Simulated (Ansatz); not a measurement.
Frontier orbitals of H₃NbO₃S (`[OH][Nb]([OH])([OH])=[S]`).

The species carries charge 0 and has multiplicity 1. Correlated methods include outer-core shells of Nb, which these sets cover unevenly. Nb takes the def2 core potential. All single points use the PBE0-D4/def2-TZVP geometry. It is one conformer, not always the lowest. Basis def2-TZVPP, the Gaussian-basis code of Ansatz.

Orbital energies of one run (eV). Highest occupied ones, from the top: -6.86, -6.86, -7.58, -8.28, -8.53, -8.53, -9.68, -9.84, -9.84, -13.10, -13.39, -13.40, -17.11, -26.65. Empty: -2.20, -2.20, -1.11, -0.77, -0.77, -0.71.

Question: Which functional gave them?
A. BLYP
B. B97M-V
C. PBE0
D. BHLYP

Answer: B. HOMO energies: B97M-V -6.86, BLYP -6.41, PBE0 -7.77, BHLYP -8.77 eV.
